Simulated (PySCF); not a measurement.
## Polarisability and C₆ of Mo (molybdenum, neutral)

[Kr] 4d5 5s1, high-spin 7S determinant. Calculation: PySCF 2.14, in aug-cc-pwCVTZ-PP with ECP28MDF (8s8p7d4f3g, 122 functions); scalar relativity through the core potential. Coupled (time-dependent) response in atomic units; α is the mean over directions.

| method | mean α (bohr³) | C₆ (like pair) | S(−4) |
| --- | --- | --- | --- |
| UHF | 108.1 | 1196 | 8113 |
| PBE | 72.90 | 759.8 | 2986 |

S(−4) is the Cauchy moment in α(ω) = α(0) + S(−4) ω² + …

Reference α: 87 ± 6 bohr³ (recommended; Schwerdtfeger and Nagle, table of static dipole polarizabilities (2023 update)). Published C₆: 1030 (Gould and Bucko (2016)).

Hartree-Fock lies above the reference because it lacks correlation, which contracts the outer shell.

α(iu) at UHF:

```json
{"u (hartree)": "0", "α(iu) (bohr³)": "108.1"}
{"u (hartree)": "0.0500", "α(iu) (bohr³)": "91.60"}
{"u (hartree)": "0.100", "α(iu) (bohr³)": "65.13"}
{"u (hartree)": "0.200", "α(iu) (bohr³)": "34.61"}
{"u (hartree)": "0.300", "α(iu) (bohr³)": "22.27"}
{"u (hartree)": "0.500", "α(iu) (bohr³)": "12.66"}
{"u (hartree)": "0.750", "α(iu) (bohr³)": "7.968"}
{"u (hartree)": "1.00", "α(iu) (bohr³)": "5.633"}
{"u (hartree)": "1.50", "α(iu) (bohr³)": "3.320"}
{"u (hartree)": "2.00", "α(iu) (bohr³)": "2.197"}
{"u (hartree)": "3.00", "α(iu) (bohr³)": "1.157"}
{"u (hartree)": "5.00", "α(iu) (bohr³)": "0.4731"}
```

Energies and moments cover only the electrons outside the core potential.
